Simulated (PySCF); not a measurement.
## ORD: `InChI=1S/C4H6O3/c1-3-4(7-3)6-2-5/h2-4H,1H3/t3-,4-/m0/s1`

Geometry:
```tsv
atom	x (Å)	y (Å)	z (Å)
C1	-1.786	0.163	0.718
C2	-1.065	-0.085	-0.579
O3	-0.433	-1.333	-0.762
C4	0.393	-0.239	-0.623
O5	1.106	-0.159	0.587
C6	2.400	0.130	0.523
O7	3.036	0.373	-0.456
H8	-1.893	1.234	0.876
H9	-2.774	-0.290	0.685
H10	-1.226	-0.268	1.543
H11	-1.551	0.297	-1.474
H12	0.987	0.051	-1.485
H13	2.801	0.126	1.550
```

Computed, not measured: PySCF, TDDFT CAM-B3LYP/def2-SVPD circular dichroism and optical rotation, one conformer, gas phase. Geometry: GFN2-xTB.

The molecule is flexible and this is one conformer; a measurement averages over conformers.

Stereocentres: C2 S, C4 R.

**Question.** What is the specific rotation at 633, 589.3, 546, 436, 405, 365, 355 nm?

**Answer.** [α] in deg dm⁻¹ (g/mL)⁻¹:
```csv
λ (nm),origin-invariant length gauge,modified velocity gauge,length gauge (centre of mass),isotropic polarisability (au)
633,-12.9,-7.2,-13.7,58.6
589.3,-15.0,-8.3,-15.9,58.8
546,-17.6,-9.8,-18.7,59.0
436,-28.5,-15.7,-30.4,59.9
405,-33.4,-18.4,-35.8,60.3
365,-41.7,-22.8,-44.9,61.1
355,-44.3,-24.1,-47.7,61.3
```

**Question.** And for the mirror image at 589.3 nm?

**Answer.** +15.0 deg dm⁻¹ (g/mL)⁻¹ (origin-invariant length gauge): the same size and the opposite sign.

**Question.** What is the molar rotation [Φ] = [α]·M/100 of the geometry above at 589.3 nm?

**Answer.** With M = 102.09 g/mol, -15.3 deg cm² dmol⁻¹ (origin-invariant length gauge).

The first excitation lies at 5.89 eV (210 nm) with R = +0.3 × 10⁻⁴⁰ esu² cm² (velocity form).
